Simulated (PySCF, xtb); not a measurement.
C4H5FO, SMILES O1[C@H](C(=C1)F)C.

GFN2-xTB (xtb 6.7.1) at its own geometry gives an orbital gap of 4.76 eV and a dipole moment of 1.15 D.

Geometry optimised at r2SCAN-D4/def2-SVP. The structure was generated by enumeration; whether it is a known compound was not checked.

Question: What does PBE/def2-TZVP in PySCF give? (An estimate is asked for; the answer gives what the named calculation found.)

Answer: gap 4.61 eV (levels -5.09 and -0.49 eV), dipole 0.71 D.
